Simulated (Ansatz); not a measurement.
C₂H₈AlCl₂N (`C[NH2+][Al-]([CH3])([Cl])[Cl]`), charge 0, multiplicity 1.

Q: Give a relaxed structure at PBE0-D4/def2-TZVP (Ansatz 0.2.0). (Best estimate.)

A: Ansatz gave: 
```xyz
14

C     0.299    0.048   -1.781
N    -0.769    0.451   -0.850
Al   -0.689   -0.377    0.985
C     1.079   -0.018    1.714
Cl   -2.343    0.679    1.834
Cl   -1.140   -2.396    0.436
H     0.289   -1.037   -1.871
H     0.168    0.498   -2.767
H     1.260    0.353   -1.370
H    -1.678    0.185   -1.223
H    -0.796    1.461   -0.745
H     1.870   -0.534    1.162
H     1.137   -0.364    2.750
H     1.312    1.051    1.725
```
This is one stationary point; other conformers may exist.
